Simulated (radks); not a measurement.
Results of a calculation; reference values are marked as such.
Problem. The indium ion In36+, 13 electrons, occupied as [Ne] 3s2 3p1. Code: a radial shooting solver on a logarithmic mesh with Libxc functionals. Model: Dirac Kohn-Sham, B86b exchange with PBE correlation, spin-unpolarised, spherical densities, finite nucleus; open shells fill j = l - 1/2 first; Fermi nuclear charge, rms radius 4.6156 fm. Some entries of the table are withheld. Estimate them.

orbital  occ.  eigenvalue (eV)  <r> (bohr)  r(max) (bohr)
1s1/2       2              (1)     0.02970        0.01921
2s1/2       2        -6185.206      0.1261         0.1079
2p1/2       2              (2)         (3)        0.08311
2p3/2       4              (4)         (5)        0.08743
3s1/2       2              (6)         (7)         0.2911
3p1/2       1              (8)      0.2918         0.2745
3p3/2       0              (9)      0.2993         0.2822

Solution. 
(1) 1s1/2 eigenvalue (eV): -29879.51
(2) 2p1/2 eigenvalue (eV): -5932.448
(3) 2p1/2 <r> (bohr): 0.1066
(4) 2p3/2 eigenvalue (eV): -5714.543
(5) 2p3/2 <r> (bohr): 0.1116
(6) 3s1/2 eigenvalue (eV): -2448.085
(7) 3s1/2 <r> (bohr): 0.3067
(8) 3p1/2 eigenvalue (eV): -2359.301
(9) 3p3/2 eigenvalue (eV): -2304.718
